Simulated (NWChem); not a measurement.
Molecule: CH6SiTe; SMILES [SiH3][Te]C

Results from NWChem. Structure relaxed at the PBE0/def2-SVP level. def2 effective core potentials on Te; no spin-orbit coupling. Ions are spin-unrestricted doublets at the neutral geometry; other ion states weren't tried.

For level BHandHLYP/def2-SVP:

```
Item           Result
-------------  ------
−ε(HOMO) (eV)    6.92
```

**Question.** Estimate the same quantities for level PBE/def2-SVP.

**Answer.** −ε(HOMO) (eV): 5.01
